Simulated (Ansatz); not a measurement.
One geometry of the cluster BiB10⁻, several levels of theory.

```yaml
crystal:
  periodic: [false, false, false]
  atoms:
    - {symbol: Bi, position_ang: [-3.868260, 0.075319, 0.274258]}
    - {symbol: B, position_ang: [-0.413871, 0.240013, -0.370285]}
    - {symbol: B, position_ang: [2.480629, 0.577939, -0.063887]}
    - {symbol: B, position_ang: [-1.818897, 1.097853, 0.023778]}
    - {symbol: B, position_ang: [1.072833, -0.300516, 0.119814]}
    - {symbol: B, position_ang: [-1.755456, -0.686245, 0.135184]}
    - {symbol: B, position_ang: [-0.235282, -1.406566, -0.036426]}
    - {symbol: B, position_ang: [1.091971, 1.439249, -0.133760]}
    - {symbol: B, position_ang: [1.286622, -1.954202, 0.009086]}
    - {symbol: B, position_ang: [2.586762, -0.992151, 0.097471]}
    - {symbol: B, position_ang: [-0.427041, 1.909297, -0.055222]}
basis:
  gaussian: {orbitals: def2-SVPD, initial_orbitals: start.molden}
total_charge: -1
hamiltonian: {xc: pbe}
correlation: {method: rpa}
scf: {omitted_lower_state_checks: [starts]}
```

The file start.molden holds the orbitals of an earlier run on this structure, at another level or in another basis.

```sh
$ ansatz run in.yaml --threads 4 --pin off --events-out ev --progress --plain --max-ram 4787MiB
```

Shortened log:

```
Functional definition: PBE
2397 factors; integrals over basis functions are off by at most 5.8e-4 eV
mean field evaluation 1: about -12586.2115 eV, gradient 2.1e1 eV
mean field evaluation 2: about -12586.4508 eV, gradient 4.6e-1 eV
mean field evaluation 4: about -12586.4516 eV, gradient 9.0e-3 eV
mean field -12586.45162858 eV, -462.5435659470 hartree, gradient 8.4e-6 eV, S^2 0.000000; 0 other end points of the search recorded, 0 dependent functions left out
14 core orbitals not correlated: weight in the atoms' cores, before any rotation towards them, 1.000 or more for the frozen orbitals, at most 0.000 for the correlated occupied ones
reference -12514.21811395 eV, -459.8890332459 hartree; 23, 23 occupied and 195, 195 virtual orbitals, 2397 factors
Total energy: -12557.58905213 eV, -461.4828858264 hartree
Checks for a lower state left out: starts
```

It took 20 s on 4 threads of Arm Neoverse V1 on a shared host, peak host memory 1.1 GiB.

Geometry: PBE-D4/def2-SVPD.

In the def2 sets Bi takes a core potential; there is no spin–orbit coupling. Correlated methods freeze 14 core orbitals; core or outer-core shells of Bi are correlated, in sets that lack core-valence functions. The structure comes from a short search, and lower isomers may exist.
